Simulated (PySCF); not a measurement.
Compound: C3H6O2Si.
Z-matrix (Å and degrees, PBE0-D3(BJ)/def2-SVP geometry), rows numbered from 1:
```
O 
C   1  1.2113
C   2  1.4646  1  125.08
C   3  1.3462  2  119.25  1     0.22
O   4  1.3299  3  123.55  2   179.23
Si  5  1.6912  4  127.13  3   170.47
H   2  1.1197  1  120.33  3  -179.86
H   3  1.0925  2  119.95  1  -179.71
H   4  1.1005  3  118.84  2     0.02
H   6  1.4842  5  106.05  4   149.94
H   6  1.4920  5  108.54  4    29.75
H   6  1.4893  5  109.29  4   -90.57
```

The calculation used PBE0-D3(BJ)/def2-SVP geometry optimisation, gas phase (PySCF).

Take the most abundant isotopes and a rigid rotor. The values belong to one conformer with, in the numbering `[O:1]=[CH:2]/[CH:3]=[CH:4]/[O:5][SiH3:6]`, O1–C2–C3–C4 0°, C3–C4–O5–Si6 170°.

Problem. Give the principal moments of inertia and the rotational constants in GHz.

Solution. Ia = 44.48, Ib = 462.23, Ic = 500.18 u·Å²; 505379 MHz·u·Å²/I gives 11362, 1093 and 1010 MHz, that is A = 11.362, B = 1.0933, C = 1.0104 GHz.

Problem. Classify the top.

Solution. A near-prolate asymmetric top: κ = (2 × 1093 − 11362 − 1010)/(11362 − 1010) = -0.98.

Problem. Is it planar, by Δ = Ic − Ia − Ib?

Solution. Not planar: Δ = Ic − Ia − Ib = -6.53 u·Å². For a rigid frame Δ = −2 Σ m c², so Σ m c² = 3.26 u·Å² lies off the ab plane: 3.05 from hydrogen and 0.22 from heavier atoms. The atom farthest from that plane is 1.47 Å away.

Problem. Predict some low-J microwave lines.

Solution. The dipole components are |μa| = 3.16 D, |μb| = 1.01 D, |μc| = 0.13 D. Intensities carry the squares of the components, which stand as 1.00 : 0.10 : 0.00 (a : b : c). Some of the stronger lines:

```tsv
type	branch	J(Ka,Kc)	MHz	lower level (cm⁻¹)
a	Q	4(1,3) ← 4(1,4)	830	1.032
a	R	3(2,1) ← 2(2,0)	6313	1.586
a	R	4(3,2) ← 3(3,1)	8416	3.516
b	Q	3(1,2) ← 3(0,3)	10561	0.421
b	R	2(1,2) ← 1(0,1)	14393	0.070
b	Q	3(2,1) ← 3(1,2)	30685	0.773
b	R	3(2,2) ← 2(1,1)	37118	0.559
b	R	4(2,3) ← 3(1,2)	39097	0.773
b	R	3(3,1) ← 2(2,0)	57863	1.586
b	R	3(3,0) ← 2(2,1)	57863	1.586
b	R	4(3,2) ← 3(2,1)	59966	1.797
b	R	4(3,1) ← 3(2,2)	59968	1.797
b	R	4(4,1) ← 3(3,0)	80588	3.516
```

No PBE0-D3(BJ)/def2-SVP frequencies stand behind this structure, so it isn't proved a minimum. These are rigid-rotor constants of the computed structure; measured ground-state constants (B0) also hold zero-point vibration. A rigid rotor knows nothing of internal rotation, which can split or shift real lines.
